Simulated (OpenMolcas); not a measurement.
## Tb4+: moving the ligands

Tb4+ with 8 ligands (fluoride) in square antiprismatic coordination (D4d) at 2.19 Å, a polar angle of 61.9° against the regular 57.3°. A charge of +0.5 e stands 2.4 Å behind each ligand. Ligand basis ANO-RCC-VDZP.

```
Program             : OpenMolcas 26.06
Method              : CASSCF
Basis               : ANO-RCC-VDZP [7s6p4d2f1g]
Scalar Hamiltonian  : DKH2, point nucleus
Active space        : 7 electrons in 7 orbitals (4f)
State averaging     : 2S+1 = 8 odd, 1 root; 2S+1 = 6 odd, 3 roots kept (CI in the orbitals of an earlier block)
Spin-orbit coupling : state interaction with AMFI integrals over the reference wave functions
```

Runs around this geometry, states. Energies in cm-1 above the lowest state or level, χT in cm3 K/mol.

| R (Å) | Ground state | χT at 300 K |
| --- | --- | --- |
| 2.05 | 2S+1 = 8 | 7.839 |
| 2.19 | 2S+1 = 8 | 7.840 |
| 2.33 | 2S+1 = 8 | 7.840 |

No quartet enters the spin-orbit mixing, so the splitting and order within the octet and the sextets are unsound, and g values and χT are rough. No measured value stands beside these numbers; the geometry is a model, was not optimised and need not be the one that this ion takes.

A state without a sure symmetry label is named by its multiplicity alone.
